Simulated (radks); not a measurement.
Results of a calculation; reference values are marked as such.
How relativity changes the ionisation of neutral bismuth ([Hg] 6p3) to Bi+ ([Hg] 6p2). Spin-unpolarised spherical Kohn-Sham, PBE, point nucleus unless stated (finite: rms radius 5.5211 fm), a radial shooting solver on a logarithmic mesh with Libxc functionals. A level marked "c x" has the speed of light scaled by that factor and shares open shells by 2j + 1; other Dirac levels either fill j = l - 1/2 first or share by 2j + 1.

level                               E(Bi) (hartree)  E(Bi+) (hartree)  IE (eV)   HOMO  <r> HOMO (bohr)
non-rel.                                -20099.2636       -20098.9685    8.029     6p            3.112
scalar-rel.                             -21530.7714       -21530.4806    7.913     6p            3.060
scalar-rel., finite nucleus             -21524.2697       -21523.9788    7.915     6p            3.060
Dirac, 2j+1 shares                      -21581.4610       -21581.1648    8.060  6p3/2            3.204
Dirac, low j first                      -21581.5303       -21581.2760    6.919  6p3/2            3.263
Dirac, 2j+1 shares, finite nucleus      -21574.8710       -21574.5748    8.062  6p3/2            3.203
Dirac, c x 0.85                         -22366.8957       -22366.5949    8.184  6p3/2            3.264
Dirac, c x 1.5                          -20684.1387       -20683.8443    8.013  6p3/2            3.144
Dirac, c x 3                            -20236.8101       -20236.5153    8.022  6p3/2            3.119

NIST Atomic Spectra Database: 7.286 eV (measured). The relativistic part of the total energy of Bi is -1476 hartree (Dirac, 2j+1 shares, finite nucleus), 7.3 % of the non-relativistic value. Spin polarisation and multiplet splitting of open shells are left out at every level.

Beside tabulated values, note that relativity, absent from the non-relativistic runs, is large for the heavy elements, and spin-unpolarised runs miss the spin-polarisation part of the exchange energy of open shells, and scalar-relativistic runs lack spin-orbit coupling.
